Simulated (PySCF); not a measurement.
Cost of one run: shielding job, [C6H8F3Si]+.

Method: GIAO PBE0/pcSseg-1 NMR shielding, non-relativistic, IEF-PCM tetrahydrofuran (PySCF 2.14.0, density-fitted response routines). Geometry: PBE0-D3(BJ)/def2-SVP. Work: shieldings, density fitting. A driver script takes a list of jobs; this job's settings line and coordinates (Å) are shown.

Command:
```bash
OMP_NUM_THREADS=1 python probes_run.py task.json out
```

Input:
```
{"job": {"kind": "nmr", "xc": "PBE0", "basis": "pcSseg-1", "solvent": "tetrahydrofuran", "pop": false}, "charge": 1, "multiplicity": 1}
C      2.283223    -0.518047     0.445160
C      1.874927    -0.914491    -0.697125
C      0.821357    -0.831521    -1.586942
Si     0.528301     0.279133     0.143484
C      0.544156     2.086967    -0.198879
C     -0.796009    -0.551677     1.167385
C     -2.101184    -0.724834     0.415499
F     -2.396972     0.400235    -0.257241
F     -3.102052    -1.002485     1.224442
F     -1.999378    -1.707073    -0.486457
H      3.101637    -0.570769     1.160102
H      0.121578    -1.674445    -1.666556
H      0.929884    -0.204033    -2.482079
H      1.332638     2.351763    -0.918101
H     -0.436522     2.387295    -0.598410
H      0.723413     2.637239     0.738249
H     -0.983289     0.091217     2.043888
H     -0.454498    -1.527955     1.541842
```

Hardware: one thread of an Arm Neoverse V2, on a shared host. PySCF's memory limit was set to 1200 MB.

Task: How large is the basis?

Result: 217 functions for 84 electrons, with 1146 fitting functions; the fitted three-index integrals, 1146 × 217 × 218/2 numbers of 8 bytes, come to 210 MiB.

Task: How long does the run take?

Result: About 37 s. The SCF took 14 cycles.

Task: How much memory does it need at the peak?

Result: About 1.2 GiB. Peak memory is the resident size of the whole Python process, interpreter and libraries included.

Task: At this speed, how long would 20000 such jobs take on 8 cores, one job a core?

Result: 20000/8 gives 2500 rounds of 37 s, about 26 h of wall time and 210 core-hours, if the jobs don't slow each other.

The SCF part of the output:
```
coarse grid: 16360 points
cycle   1  E = -821.2758306970  dE =  1.791e+00  |g| = 9.141e-01  |ddm| = 3.833e+00
cycle   2  E = -821.1704018080  dE =  1.054e-01  |g| = 1.268e+00  |ddm| = 1.176e+00
cycle   3  E = -821.4252661870  dE = -2.549e-01  |g| = 8.801e-02  |ddm| = 6.498e-01
cycle   4  E = -821.4264551506  dE = -1.189e-03  |g| = 4.679e-02  |ddm| = 1.025e-01
cycle   5  E = -821.4269127702  dE = -4.576e-04  |g| = 1.778e-02  |ddm| = 4.139e-02
cycle   6  E = -821.4269874954  dE = -7.473e-05  |g| = 3.132e-03  |ddm| = 1.434e-02
cycle   7  E = -821.4269897787  dE = -2.283e-06  |g| = 7.884e-04  |ddm| = 2.839e-03
final grid: 156968 points
cycle   8  E = -821.5045630511  dE = -4.989e-05  |g| = 8.219e-03  |ddm| = 2.640e-02
cycle   9  E = -821.5045591486  dE =  3.902e-06  |g| = 9.797e-03  |ddm| = 1.191e-02
cycle  10  E = -821.5045785681  dE = -1.942e-05  |g| = 1.088e-03  |ddm| = 6.079e-03
cycle  11  E = -821.5045787795  dE = -2.113e-07  |g| = 2.338e-04  |ddm| = 8.835e-04
cycle  12  E = -821.5045787888  dE = -9.355e-09  |g| = 7.407e-05  |ddm| = 1.958e-04
cycle  13  E = -821.5045787898  dE = -9.395e-10  |g| = 3.690e-05  |ddm| = 7.803e-05
cycle  14  E = -821.5045787901  dE = -3.351e-10  |g| = 8.148e-06  |ddm| = 3.121e-05
converged SCF energy = -821.5045787901
```

On the final grid dE counts from the start density on that grid.

Other jobs ran on the host; a repeat could differ by tens of per cent or more.
